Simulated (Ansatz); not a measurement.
Reactions of C₂H₇GeN, SMILES `C1[CH2][GeH2][NH]1`.

Gas-phase electronic energies from Ansatz, PBE0-D4/def2-TZVP geometries. CCSD(T)/CBS adds triple-zeta CCSD(T) − MP2 to the extrapolated MP2 energy (def2 sets, frozen cores). This one scheme is used for every species, atoms too. DFT in def2-TZVPP. No spin–orbit coupling; open shells (•) take unrestricted orbitals. Spin–orbit coupling would lower the free atoms: a little for C; clearly for Ge. For Ge outer-core shells are correlated without core-valence functions, so the limit isn't a true one: a few kJ/mol of doubt a bond, and 10 to 20 or more in all where bonds break to atoms. Scalar relativity is left out up to krypton. Each species was taken in one conformer, which may not be the lowest.

| reaction | HF/CBS(def2) (kcal/mol) | CCSD/CBS(def2) (kcal/mol) | PBE0-D4 (kcal/mol) |
| --- | --- | --- | --- |
| `C1[CH2][GeH2][NH]1` → `C/N=[CH]\[GeH3]` | 9.5 | 14.2 | 14.4 |
| `C1[CH2][GeH2][NH]1` → `C=C[NH][GeH3]` | -6.7 | 0.4 | 1.0 |
| `C1[CH2][GeH2][NH]1` → `C[C](=N)[GeH3]` | -0.8 | 3.5 | 4.2 |
| `C1[CH2][GeH2][NH]1` → 2 C• + Ge• + 7 H• + N• | 653.8 | 908.3 | 922.5 |

Give the CCSD(T)/CBS values in the same order. (Best estimate.)

The calculation gave: 13.7, 0.5, 3.1, 921.8 kcal/mol.

Largest T1 diagnostic: 0.012, for `C/N=[CH]\[GeH3]`.
